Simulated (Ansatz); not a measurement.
Program: Ansatz. Geometries: PBE0-D4/def2-TZVP. ΔE: electronic, gas phase. CCSD(T)/CBS adds triple-zeta CCSD(T) − MP2 to the extrapolated MP2 energy (def2 sets, frozen cores). This one scheme is used for every species. Each species was taken in one conformer, which may not be the lowest.

`FC(F)C1OC1(F)F` + H₂ → `FC1(F)CO1` + `FCF`  (hydrogenolysis of a C–C bond)

```tsv
species	CCSD(T)/CBS(def2) energy (Eh)
`FC(F)C1OC1(F)F`	-589.64481
H₂	-1.17544
`FC1(F)CO1`	-352.01026
`FCF`	-238.82660
```

Task: Work out ΔE.

Result: ΔE = (-352.01026) + (-238.82660) − (-589.64481) − (-1.17544) = -0.01661 Eh = -0.45 eV.

Largest T1 diagnostic among the species: 0.012.

Leaving LDA and LC-ωPBE aside and taking each functional with its dispersion term where it has one, the values, not all of them listed here, spread over 0.15 eV, from BHLYP-D4 to revPBE-D4. LDA lies +0.16 eV from PBE without D4. The D4 term adds +0.09 eV with B3LYP and +0.05 eV with PBE0; it sums over pairs of atoms, weighted by their polarisabilities, and B3LYP, whose exchange is more repulsive, gets the larger term.

B3LYP here is the variant with VWN-RPA as its local correlation; programs differ in this.
